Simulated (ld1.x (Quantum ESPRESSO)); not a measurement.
## germanium: RRKJ pseudisation with PW91, scalar-relativistic reference atom.

The input file (ld1.x (Quantum ESPRESSO) 7.5):

```
&input
   title='Ge', zed=32., rel=1, dft='PW91', iswitch=3,
   config='[Ar] 3d10 4s2 4p2',
   nld=2, rlderiv=1.70, eminld=-3.0, emaxld=5.0, deld=0.02
 /
 &inputp
   pseudotype=2, tm=.false., rho0=0.001, lloc=0,
   nlcc=.false.,
   file_pseudopw='Ge.UPF', file_wfcaegen='ae.wfc', file_wfcncgen='nc.wfc', file_beta='beta', file_chi='chi'
 /
2
4P  2  1   2.00   0.00  1.55  1.55  0.0
4S  1  0   2.00   0.00  1.20  1.20  0.0
 &test
   configts(1)='4s2 4p2'
 /
```

Command:

```bash
ld1.x < Ge.in > Ge.out
```

Resulting log (shortened: banner, matrices, multipoles, cross overlaps and the repeated all-electron block are left out):

```
Program LD1 v.7.5
     --------------------------- All-electron run ----------------------------

     Ge
     scalar relativistic calculation

     atomic number is 32.00
     dft =PW91   lsd =0 sic =0 latt =0  beta=0.20 tr2=1.0E-14
     Exchange-correlation= PW91
                           (   1   4   2   2   0   0   0)
     mesh =1207 r(mesh) = 100.41023 a.u. xmin = -7.00 dx = 0.01250
     1 Ry =  13.60569312 eV, c = 137.03599908

     n l     nl                  e(Ry)          e(Ha)          e(eV)
     1 0     1S 1( 2.00)      -805.7836      -402.8918    -10963.2448
     2 0     2S 1( 2.00)      -100.8457       -50.4229     -1372.0762
     2 1     2P 1( 6.00)       -88.1398       -44.0699     -1199.2027
     3 0     3S 1( 2.00)       -12.3831        -6.1915      -168.4803
     3 1     3P 1( 6.00)        -8.5016        -4.2508      -115.6695
     3 2     3D 1(10.00)        -2.1603        -1.0802       -29.3926
     4 0     4S 1( 2.00)        -0.8676        -0.4338       -11.8043
     4 1     4P 1( 2.00)        -0.2896        -0.1448        -3.9405

     final scf error:  1.7E-15 reached in  32 iterations

     Etot =   -4198.616591 Ry,   -2099.308295 Ha,  -57125.088873 eV

     Ekin =    4274.586704 Ry,    2137.293352 Ha,   58158.714924 eV
     Encl =  -10118.008076 Ry,   -5059.004038 Ha, -137662.512891 eV
     Eh   =    1804.770702 Ry,     902.385351 Ha,   24555.156332 eV
     Exc  =    -159.965921 Ry,     -79.982961 Ha,   -2176.447237 eV

     normalization and overlap integrals

     s(1S/1S) =  1.000000  <r> =   0.0470  <r2> =    0.0030  r(max) =   0.0309
     s(2S/2S) =  1.000000  <r> =   0.2100  <r2> =    0.0520  r(max) =   0.1754
     s(2P/2P) =  1.000000  <r> =   0.1837  <r2> =    0.0413  r(max) =   0.1418
     s(3S/3S) =  1.000000  <r> =   0.6242  <r2> =    0.4496  r(max) =   0.5402
     s(3P/3P) =  1.000000  <r> =   0.6470  <r2> =    0.4929  r(max) =   0.5402
     s(3D/3D) =  1.000000  <r> =   0.7365  <r2> =    0.6969  r(max) =   0.5012
     s(4S/4S) =  1.000000  <r> =   2.1124  <r2> =    5.1642  r(max) =   1.7494
     s(4P/4P) =  1.000000  <r> =   2.8946  <r2> =   10.0485  r(max) =   2.2184

     ------------------------ End of All-electron run ------------------------

     --------------------- Generating NC pseudopotential ---------------------

      Generating local pot.: lloc=0, matching radius rcloc =   1.2000

      Wfc   4P  rcut= 1.544  Estimated cut-off energy=       70.89 Ry
      This function has    0 nodes for 0 < r <    1.544

     ------------------- End of pseudopotential generation -------------------

     Computing logarithmic derivative in   1.69559
     Message from routine run_pseudo:
     Warning: convergence not achieved
     Computing logarithmic derivative in   1.69559
     Computing the partial wave expansion
       no projector for channel:   0
     R is outside the sphere for l=    1 j= 0.00

     ---------------------- Testing the pseudopotential ----------------------

     Ge
     scalar relativistic calculation

     atomic number is 32.00   valence charge is  4.00
     dft =PW91   lsd =0 sic =0 latt =0  beta=0.20 tr2=1.0E-14
     mesh =1207 r(mesh) = 100.41023 xmin = -7.00 dx = 0.01250

     n l     nl             e AE (Ry)        e PS (Ry)    De AE-PS (Ry)
     1 0     4S   1( 2.00)       -0.86760       -0.86759       -0.00001
     2 1     4P   1( 2.00)       -0.28962       -0.28962       -0.00000

     eps = 8.5E-11  iter =201

     Etot =   -4198.616591 Ry,   -2099.308295 Ha,  -57125.088873 eV
     Etotps =    -7.574854 Ry,      -3.787427 Ha,    -103.061138 eV

     Ekin =       2.890806 Ry,       1.445403 Ha,      39.331414 eV
     Encl =     -14.222446 Ry,      -7.111223 Ha,    -193.506234 eV
     Ehrt =       5.833055 Ry,       2.916527 Ha,      79.362750 eV
     Ecxc =      -1.981834 Ry,      -0.990917 Ha,     -26.964222 eV
     Epseu=      -0.094434 Ry,      -0.047217 Ha,      -1.284846 eV

     ---------------------- End of pseudopotential test ----------------------
```

Note: ghost state, extra bound levels that the all-electron valence spectrum of the same l lacks: p at -146.7 eV. A true bound ghost makes a file unfit for plane-wave use.

Generation and configuration tests took about 3.8 s on one core of a shared server CPU.

Transferability test of the new file with ld1.x, input:

```
&input
   title='Ge', zed=32., rel=1, dft='PW91', iswitch=2,
   config='[Ar] 3d10 4s2 4p2'
 /
 &test
   file_pseudo='Ge.UPF', nconf=8,
   configts(1)='4s2 4p2',
   configts(2)='4s2 4p1',
   configts(3)='4s2 4p0',
   configts(4)='4s1 4p0',
   configts(5)='4s2 4p1.5',
   configts(6)='4s2 4p2.3',
   configts(7)='4s1 4p2',
   configts(8)='4s1 4p3'
 /
```

```bash
ld1.x < Ge.test.in > Ge.test.out
```

Pseudopotential blocks of its output, shortened (energy terms left out; the distinct warnings before each block abridged to one line each):

```
     Warning: convergence not achieved
     ---------------------- Testing the pseudopotential ----------------------

     n l     nl             e AE (Ry)        e PS (Ry)    De AE-PS (Ry)
     1 0     4S   1( 2.00)       -0.86760       -0.86759       -0.00001
     2 1     4P   1( 2.00)       -0.28962       -0.28962       -0.00000

     eps = 2.3E-12  iter =201

     Etot =   -4198.616591 Ry,   -2099.308295 Ha,  -57125.088873 eV
     Etotps =    -7.574854 Ry,      -3.787427 Ha,    -103.061138 eV

     ---------------------- End of pseudopotential test ----------------------

          Warning: convergence not achieved
     ---------------------- Testing the pseudopotential ----------------------

     n l     nl             e AE (Ry)        e PS (Ry)    De AE-PS (Ry)
     1 0     4S   1( 2.00)       -1.46678       -1.46765        0.00087
     2 1     4P   1( 1.00)       -0.83154       -0.83136       -0.00018

     eps = 3.6E-11  iter =201

     Etot =   -4198.065195 Ry,   -2099.032597 Ha,  -57117.586747 eV
     Etotps =    -7.023421 Ry,      -3.511711 Ha,     -95.558514 eV
     dEtot_ae =       0.551396 Ry
     dEtot_ps =       0.551433 Ry,   Delta E=      -0.000037 Ry

     ---------------------- End of pseudopotential test ----------------------

          Warning: convergence not achieved
     ---------------------- Testing the pseudopotential ----------------------

     n l     nl             e AE (Ry)        e PS (Ry)    De AE-PS (Ry)
     1 0     4S   1( 2.00)       -2.15829       -2.15758       -0.00071
     2 1     4P   1( 0.00)       -1.46297       -1.45885       -0.00411

     eps = 9.8E-11  iter =201

     Etot =   -4196.924196 Ry,   -2098.462098 Ha,  -57102.062670 eV
     Etotps =    -5.883707 Ry,      -2.941853 Ha,     -80.051911 eV
     dEtot_ae =       1.692395 Ry
     dEtot_ps =       1.691147 Ry,   Delta E=       0.001248 Ry

     ---------------------- End of pseudopotential test ----------------------

          Warning: convergence not achieved
     ---------------------- Testing the pseudopotential ----------------------

     n l     nl             e AE (Ry)        e PS (Ry)    De AE-PS (Ry)
     1 0     4S   1( 1.00)       -2.97989       -2.96161       -0.01829  !
     2 1     4P   1( 0.00)       -2.21561       -2.19285       -0.02276  !

     eps = 1.6E-11  iter =201

     Etot =   -4194.359041 Ry,   -2097.179521 Ha,  -57067.161960 eV
     Etotps =    -3.324862 Ry,      -1.662431 Ha,     -45.237054 eV
     dEtot_ae =       4.257550 Ry
     dEtot_ps =       4.249992 Ry,   Delta E=       0.007558 Ry

     ---------------------- End of pseudopotential test ----------------------

          Warning: convergence not achieved
     ---------------------- Testing the pseudopotential ----------------------

     n l     nl             e AE (Ry)        e PS (Ry)    De AE-PS (Ry)
     1 0     4S   1( 2.00)       -1.15285       -1.15328        0.00043
     2 1     4P   1( 1.50)       -0.54695       -0.54695        0.00000

     eps = 1.8E-12  iter =201

     Etot =   -4198.408760 Ry,   -2099.204380 Ha,  -57122.261196 eV
     Etotps =    -7.366993 Ry,      -3.683497 Ha,    -100.233047 eV
     dEtot_ae =       0.207830 Ry
     dEtot_ps =       0.207861 Ry,   Delta E=      -0.000030 Ry

     ---------------------- End of pseudopotential test ----------------------

          Warning: convergence not achieved
     ---------------------- Testing the pseudopotential ----------------------

     n l     nl             e AE (Ry)        e PS (Ry)    De AE-PS (Ry)
     1 0     4S   1( 2.00)       -0.71437       -0.71417       -0.00020
     2 1     4P   1( 2.30)       -0.15181       -0.15181       -0.00000

     eps = 4.4E-11  iter =201

     Etot =   -4198.682437 Ry,   -2099.341219 Ha,  -57125.984763 eV
     Etotps =    -7.640715 Ry,      -3.820357 Ha,    -103.957221 eV
     dEtot_ae =      -0.065847 Ry
     dEtot_ps =      -0.065861 Ry,   Delta E=       0.000014 Ry

     ---------------------- End of pseudopotential test ----------------------

          Warning: convergence not achieved
     ---------------------- Testing the pseudopotential ----------------------

     n l     nl             e AE (Ry)        e PS (Ry)    De AE-PS (Ry)
     1 0     4S   1( 1.00)       -1.53876       -1.53782       -0.00094
     2 1     4P   1( 2.00)       -0.88890       -0.88997        0.00107

     eps = 4.4E-12  iter =201

     Etot =   -4197.422529 Ry,   -2098.711264 Ha,  -57108.842831 eV
     Etotps =    -6.380963 Ry,      -3.190481 Ha,     -86.817419 eV
     dEtot_ae =       1.194062 Ry
     dEtot_ps =       1.193891 Ry,   Delta E=       0.000171 Ry

     ---------------------- End of pseudopotential test ----------------------

          Warning: convergence not achieved
     ---------------------- Testing the pseudopotential ----------------------

     n l     nl             e AE (Ry)        e PS (Ry)    De AE-PS (Ry)
     1 0     4S   1( 1.00)       -0.93791       -0.93578       -0.00214
     2 1     4P   1( 3.00)       -0.34021       -0.34084        0.00063

     eps = 5.7E-12  iter =201

     Etot =   -4198.028574 Ry,   -2099.014287 Ha,  -57117.088503 eV
     Etotps =    -6.987971 Ry,      -3.493985 Ha,     -95.076188 eV
     dEtot_ae =       0.588016 Ry
     dEtot_ps =       0.586883 Ry,   Delta E=       0.001133 Ry

     ---------------------- End of pseudopotential test ----------------------
```
